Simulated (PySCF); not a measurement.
# Telling isomers of C7H9ClNP apart by NMR

PySCF calculation with GFN2-xTB geometry and shielding tensors at PBE0/pcSseg-1 (GIAO); no solvent model, relativity neglected, a single conformation, one averaged value for each set of equivalent atoms.

References, each an isolated molecule treated in the same way: ¹H and ¹³C against TMS. Splittings of carbon signals by F and P are missing where no couplings were computed. Where no couplings were computed, multiplicities follow the n + 1 count of equivalent neighbours, and m marks all less simple cases (inequivalent or close neighbours, rings, F or P nearby). Shifts are as computed. Against solution values, carbons near 30 ppm lie about +3 ppm off and those near 130 ppm about +5 ppm; carbons on Cl a further +6 ppm. Of 1313 compounds with measured shifts, 239 miss one by over three times the rms of a fit or turn the order of signals round; such compounds aren't used in these exercises. Carbons bonded to Cl come out too deshielded.

(1) Tabulate the signals of `CC(C)c1cnc(Cl)cp1`, `CN(C)c1ccc(Cl)cp1` and their relative energies.

(2) What is the quickest way to tell CC(C)c1cnc(Cl)cp1 from CN(C)c1ccc(Cl)cp1?

Answers

(1) 
| SMILES | carbon types | δC | δH | E rel. (kcal/mol) |
| --- | --- | --- | --- | --- |
| CC(C)c1cnc(Cl)cp1 | 2×C 3×CH 2×CH3 | 181.2, 162.9, 157.8, 155.6, 40.1, 27.7 | 9.12 (m, 1H), 8.84 (m, 1H), 3.28 (m, 1H), 1.41 (d, 6H) | 0.0 |
| CN(C)c1ccc(Cl)cp1 | 2×C 3×CH 2×CH3 | 179.6, 160.0, 137.6, 136.7, 117.8, 44.6 | 8.77 (m, 1H), 7.56 (m, 1H), 6.87 (m, 1H), 3.26 (s, 6H) | 5.7 |

Energies are electronic energies at PBE0/pcSseg-1 on these geometries, without zero-point or thermal terms, each for the one conformer computed, which needn't be the lowest.

(2) Both give the same number of carbon signals, with the same numbers of each carbon type, so the positions decide. The first has an sp3 CH on an aromatic ring at 40.1 ppm, the second an aromatic CH at 117.8 ppm. Their most deshielded carbons lie at 181.2 and 179.6 ppm.
